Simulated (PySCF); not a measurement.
## Nuclear quadrupole coupling in `C#CC#C[SiH2][SiH2]N`

Compound: C4H7NSi2.
Numbering: `[CH:1]#[C:2][C:3]#[C:4][SiH2:5][SiH2:6][NH2:7]` (hydrogens: H8 on C1; H9, H10 on Si5; H11, H12 on Si6; H13, H14 on N7)

Cartesian coordinates in Å at the GFN2-xTB level; atoms count from 1:
```xyz
14
C4H7NSi2 angstrom
C      4.3792   -0.6131    0.3068
C      3.2930   -0.2032   -0.0182
C      2.0713    0.2624   -0.3860
C      0.9875    0.6885   -0.7310
Si    -0.6911    1.2941   -1.2113
Si    -2.3332    0.1557   -0.0604
N     -1.9201    0.2759    1.6098
H      5.3257   -0.9678    0.5851
H     -0.6464    2.7448   -0.9730
H     -0.7635    1.0972   -2.6684
H     -3.6610    0.7759   -0.1341
H     -2.5000   -1.2318   -0.5408
H     -0.9768    0.0739    1.8990
H     -2.5653   -0.0728    2.3003
```

Field gradients from the PBE0/pcSseg-1 density (PySCF, non-relativistic), principal values in atomic units, ordered |Vxx| ≤ |Vyy| ≤ |Vzz|:

```
atom     Vxx     Vyy      Vzz
  N7  0.3546  0.6044  -0.9589
```

Problem. Find the asymmetry η = (Vxx − Vyy)/Vzz and the couplings χ = eQV/h (234.96 MHz × Q in barn × V in au), with Q(14N) = 0.02044 b.

Solution. 
```tsv
atom	environment	nucleus	η	χzz (MHz)	χxx (MHz)	χyy (MHz)
N7	silicon-bound nitrogen	14N	0.26	-4.605	1.703	2.903
```

The tensor is traceless: Vxx + Vyy + Vzz = 0.

Problem. What is Vzz at N7 in SI units (1 au = 9.71736 × 10²¹ V/m²)?

Solution. -0.9589 au = -9.318 × 10²¹ V/m².

Problem. And the gradient at the other heavy atoms, for which no coupling is worked out here?

Solution. 
```
atom             environment  Vzz (au)     η
  C1  terminal alkyne carbon    -0.311  0.01
  C2           alkyne carbon    -0.225  0.00
  C3           alkyne carbon    -0.257  0.03
  C4           alkyne carbon    -0.350  0.02
 Si5            SiH2 silicon     0.419  0.24
 Si6            SiH2 silicon     0.218  0.41
```

Problem. What couplings would deuterons (Q(2H) = 0.00286 b) have in place of the hydrogens, at this geometry?

Solution. 
```
atom  bonded to  bond length (Å)  Vzz (au)     η  χzz (kHz)
  H8         C1            1.048    0.3963  0.00        266
  H9        Si5            1.471    0.1577  0.02        106
 H10        Si5            1.472    0.1567  0.02        105
 H11        Si6            1.467    0.1594  0.04        107
 H12        Si6            1.478    0.1502  0.02        101
 H13         N7            1.007    0.4267  0.17        287
 H14         N7            1.007    0.4291  0.17        288
```

Geometry: GFN2-xTB, one conformer, isolated molecule. GFN2-xTB bond lengths can be off by several hundredths of an ångström, more for odd bonds, and the gradients follow them. A larger basis could move these couplings by a tenth or more.
